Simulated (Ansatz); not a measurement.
# Abstraction of Cl: GeH2Cl2 + SnH3 → GeH2Cl + SnH3Cl

Species: GeH2Cl2 (dichlorogermane) `[Cl][GeH2][Cl]`, singlet; SnH3 `[SnH3]`, doublet; GeH2Cl `[Cl][GeH2]`, doublet; SnH3Cl `[Cl][SnH3]`, singlet. A radical takes Cl: the energy is the difference in strength between the Ge–Cl bond broken and the Sn–Cl bond made.

Shapes, held fixed at every level: PBE0-D4/def2-TZVP. Programs: Ansatz 0.2.0. The zero-point and thermal change to 298 K, harmonic and unscaled (PBE0-D4/def2-TZVP), is +0.1 kJ/mol.

| level | kind | ΔH(298 K) (kJ/mol) | less CCSD(T)/def2-TZVPP | CPU time (sum over the molecules) |
| --- | --- | --- | --- | --- |
| HF/def2-SVP | Hartree–Fock | +19.1 | -4.9 | – |
| r2SCAN-D4/def2-TZVPP | meta-GGA | +17.3 | -6.7 | 32 s |
| BHLYP-D4/def2-TZVPP | global hybrid | +15.9 | -8.1 | 17 s |
| PBE0-D4/def2-TZVPP | global hybrid | +17.7 | -6.3 | 16 s |
| r2SCAN0-D4/def2-TZVPP | global hybrid | +19.1 | -4.9 | 31 s |
| B2PLYP/def2-TZVPP | double hybrid | +17.4 | -6.6 | 25 s |
| CCSD(T)/def2-SVP | coupled cluster or CI | +27.8 | +3.8 | 9.7 s |
| CCSD(T)/def2-TZVPP | coupled cluster or CI | +24.0 | 0.0 | 87 s |

The highest level, CCSD(T)/def2-TZVPP, gives ΔH(298 K) = +24.0 kJ/mol; the levels span +15.9 to +27.8. The column of differences is taken from that level and isn't an error. No measured value is set beside it here. Open shells run unrestricted. For atoms past krypton def2 sets carry core potentials with scalar relativity. Relativity is left out for Ge. Outer-core shells of Ge, Sn are correlated in most correlated rows, in sets that cover them unevenly. Times are processor times on shared x86 and Arm servers, and rough.
